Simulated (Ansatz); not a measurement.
CH$_{5}$ClGeSi, SMILES `Cl[CH]1[SiH2][GeH2]1`, relaxed with RKS PBE-D4/def2-SVP in Ansatz 0.2.0 from a rough embedded geometry. The force threshold is 0.03 eV/Å; the program also tests the step.

The species carries charge 0 and has multiplicity 1.

Start:

```xyz
9

Cl   -1.659   -1.176    1.075
C    -0.955   -0.015   -0.022
Si    0.342    0.940    0.774
Ge    0.681   -0.702   -0.854
H    -1.616    0.565   -0.721
H     0.620    2.295    0.221
H     0.820    0.500    2.114
H     0.799   -0.235   -2.317
H     0.966   -2.171   -0.271
```

```json
{"step": "1", "energy (eV)": "-78001.5412", "largest force (eV/Å)": "2.310", "largest move (Å)": "0.000"}
{"step": "2", "energy (eV)": "-78001.9785", "largest force (eV/Å)": "1.156", "largest move (Å)": "0.195"}
{"step": "3", "energy (eV)": "-78002.0425", "largest force (eV/Å)": "0.291", "largest move (Å)": "0.102"}
{"step": "4", "energy (eV)": "-78002.0490", "largest force (eV/Å)": "0.096", "largest move (Å)": "0.055"}
{"step": "5", "energy (eV)": "-78002.0509", "largest force (eV/Å)": "0.062", "largest move (Å)": "0.016"}
{"step": "6", "energy (eV)": "-78002.0521", "largest force (eV/Å)": "0.065", "largest move (Å)": "0.019"}
{"step": "7", "energy (eV)": "-78002.0533", "largest force (eV/Å)": "0.051", "largest move (Å)": "0.035"}
{"step": "8", "energy (eV)": "-78002.0540", "largest force (eV/Å)": "0.040", "largest move (Å)": "0.026"}
{"step": "9", "energy (eV)": "-78002.0544", "largest force (eV/Å)": "0.024", "largest move (Å)": "0.018"}
```

End:

```xyz
9

Cl   -1.957   -1.103    1.064
C    -0.977   -0.042    0.011
Si    0.496    0.954    0.730
Ge    0.709   -0.723   -0.882
H    -1.628    0.517   -0.688
H     0.551    2.431    0.460
H     0.876    0.582    2.131
H     0.781   -0.489   -2.408
H     1.148   -2.127   -0.418
```

Hardware: 4 threads of an Arm Neoverse V2 on a shared host. Wall time 10 s, peak host memory 0.16 GiB.
